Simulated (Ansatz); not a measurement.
The input (input.yaml):

```yaml
crystal:
  periodic: [false, false, false]
  atoms:
    - { symbol: Ga, position_ang: [-0.313617, -0.903058, 0.446992] }
    - { symbol: H, position_ang: [-1.22925, 0.423683, 0.376117] }
    - { symbol: Cl, position_ang: [-1.026943, -2.632631, -0.623777] }
    - { symbol: Cl, position_ang: [0.8503, -1.151734, 2.248075] }
    - { symbol: H, position_ang: [0.919047, 0.830562, -0.875514] }
    - { symbol: F, position_ang: [1.135171, -0.144822, -0.875159] }
    - { symbol: H, position_ang: [-0.525741, 1.539336, -0.123754] }
    - { symbol: F, position_ang: [0.190834, 2.038463, -0.573081] }
basis:
  gaussian: { orbitals: def2-SVP }
hamiltonian:
  xc: pbe
neb:
  order_check: false
  images: 6
  f_tol: 0.05
  max_iterations: 60
  climbing: false
  final_atoms:
    - { symbol: Ga, position_ang: [0.51813745, -0.8508348, 0.09095326] }
    - { symbol: H, position_ang: [-2.30665895, 0.87124427, 0.52255946] }
    - { symbol: Cl, position_ang: [-1.18439782, -1.81946581, -0.76239289] }
    - { symbol: Cl, position_ang: [0.96953235, -0.73145728, 2.17316582] }
    - { symbol: H, position_ang: [1.41654951, 0.64522171, -1.11399782] }
    - { symbol: F, position_ang: [1.98121765, -0.73864951, -1.02881783] }
    - { symbol: H, position_ang: [-2.01790662, 1.5174164, 0.82331546] }
    - { symbol: F, position_ang: [0.62332744, 1.10632403, -0.70488645] }
  initial_path:
    images:
      - { positions_ang: [[-0.313617, -0.903058, 0.446992], [-1.22925, 0.423683, 0.376117], [-1.026943, -2.632631, -0.623777], [0.8503, -1.151734, 2.248075], [0.919047, 0.830562, -0.875514], [1.135171, -0.144822, -0.875159], [-0.525741, 1.539336, -0.123754], [0.190834, 2.038463, -0.573081]] }
      - { positions_ang: [[-0.27541144, -0.93325262, 0.42206281], [-1.27087002, 0.47731183, 0.32819602], [-1.0377224, -2.62961363, -0.61249589], [0.83845198, -1.03532751, 2.22315799], [0.93492236, 0.85941886, -0.85955859], [1.12018889, -0.16431223, -0.95534481], [-0.56035628, 1.45698437, -0.07408029], [0.25059791, 1.96858993, -0.47203824]] }
      - { positions_ang: [[-0.23720588, -0.96344725, 0.39713363], [-1.31249004, 0.53094066, 0.28027504], [-1.0485018, -2.62659626, -0.60121477], [0.82660396, -0.91892102, 2.19824097], [0.95079772, 0.88827572, -0.84360318], [1.10520677, -0.18380246, -1.03553062], [-0.59497155, 1.37463275, -0.02440658], [0.31036183, 1.89871686, -0.37099547]] }
      - { positions_ang: [[-0.19900033, -0.99364187, 0.37220444], [-1.35411007, 0.58456949, 0.23235406], [-1.05928121, -2.6235789, -0.58993366], [0.81475594, -0.80251453, 2.17332396], [0.96667308, 0.91713258, -0.82764777], [1.09022466, -0.20329269, -1.11571644], [-0.62958683, 1.29228112, 0.02526712], [0.37012574, 1.82884379, -0.26995271]] }
      - { positions_ang: [[-0.08017826, -0.98618141, 0.32134176], [-1.50802563, 0.64850681, 0.25327441], [-1.08177475, -2.50741244, -0.60973593], [0.83178914, -0.742475, 2.16262265], [1.03774487, 0.8906554, -0.86171689], [1.21108847, -0.28812519, -1.1376677], [-0.84275335, 1.28914975, 0.16056276], [0.43191052, 1.69568108, -0.28878206]] }
      - { positions_ang: [[0.11926031, -0.94106588, 0.24454559], [-1.77423674, 0.72275263, 0.34303609], [-1.11598244, -2.2780969, -0.66062158], [0.87770354, -0.73880243, 2.16613704], [1.16401308, 0.80884417, -0.94581053], [1.4677982, -0.43829996, -1.10138441], [-1.23447111, 1.36523864, 0.38148032], [0.49571616, 1.49922873, -0.42748353]] }
      - { positions_ang: [[0.31869888, -0.89595034, 0.16774943], [-2.04044784, 0.79699845, 0.43279778], [-1.15019013, -2.04878135, -0.71150723], [0.92361794, -0.73512985, 2.16965143], [1.2902813, 0.72703294, -1.02990418], [1.72450792, -0.58847473, -1.06510112], [-1.62618887, 1.44132752, 0.60239789], [0.5595218, 1.30277638, -0.56618499]] }
      - { positions_ang: [[0.51813745, -0.8508348, 0.09095326], [-2.30665895, 0.87124427, 0.52255946], [-1.18439782, -1.81946581, -0.76239289], [0.96953235, -0.73145728, 2.17316582], [1.41654951, 0.64522171, -1.11399782], [1.98121765, -0.73864951, -1.02881783], [-2.01790662, 1.5174164, 0.82331546], [0.62332744, 1.10632403, -0.70488645]] }
```

Launched with:

```bash
$ ansatz run input.yaml --threads 2 --pin off --max-ram 3072MiB --backend cpu --events-out ev --progress --plain --runs-dir out
```

Hardware: 2 threads of Intel(R) Xeon(R) Platinum 8375C CPU @ 2.90GHz (Ice Lake) (shared host).

**Question.** Roughly how long does this run take, and how much memory?

**Answer.** 3.5 min, with a peak of 0.18 GiB, for 19 band iterations.
